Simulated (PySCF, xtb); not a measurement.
2-chlorobuta-1,3-diene (C4H5Cl), SMILES C=CC(=C)Cl.

xtb 6.7.1 with GFN2-xTB at its own geometry gives an orbital gap of 3.56 eV and a dipole moment of 1.62 D.

Geometry optimised at B3LYP-D3(BJ)/def2-SVP. Other conformers were not sampled.

Problem. What does ωB97X/def2-TZVP in PySCF give? (Estimate from the structure and the level; the computed values follow.)

Solution. gap 10.07 eV (levels -9.26 and 0.81 eV), dipole 1.53 D.
